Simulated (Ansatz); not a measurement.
Torsion H4–S1–Sn2–Cl3 in ClHSSn (SMILES [SH][Sn][Cl]); at each angle all else is relaxed with GFN2-xTB, and the levels are single points there.
Geometry at 0° (charge 0, multiplicity 1):
```xyz
4

S     -1.3999     0.3730     0.4283
Sn     0.8541     1.1070    -0.2227
Cl     1.2902    -0.5263    -1.8919
H     -1.4976    -0.6496    -0.4048
```

On the grid 0° to 330°, 270° is the highest and 0° the lowest point at CCSD(T)/CBS(def2-TZVPP, def2-QZVPP).

Correlated levels freeze the cores. Filled d and f shells under p-block atoms count as core. CBS: X⁻³ extrapolation of the correlation energy, Hartree–Fock from the larger set.

Codes used: Ansatz (Gaussian orbitals). Values without a source in brackets are computed. In def2 rows elements past Kr take small-core potentials, without spin–orbit coupling.

| level | energy at 270° less that at 0° (kcal/mol) |
|---|---|
| HF/def2-QZVPP | 7.10 |
| SVWN5/def2-TZVPP | 8.69 |
| r2SCAN/def2-TZVPP | [?] |
| MP2/CBS(def2-TZVPP, def2-QZVPP) | 7.52 |
| SCS-MP2/def2-TZVPP | 7.65 |
| SCS-MP2/def2-QZVPP | 7.38 |
| CCSD/def2-TZVPP | 7.40 |
| CCSD/def2-QZVPP | 7.13 |
| CCSD(T)/def2-TZVPP | 7.63 |

### Question
Some entries are withheld; supply them.

### Answer

- r2SCAN/def2-TZVPP, energy at 270° less that at 0° (kcal/mol): 8.49

Ansatz is a program for electronic structure.
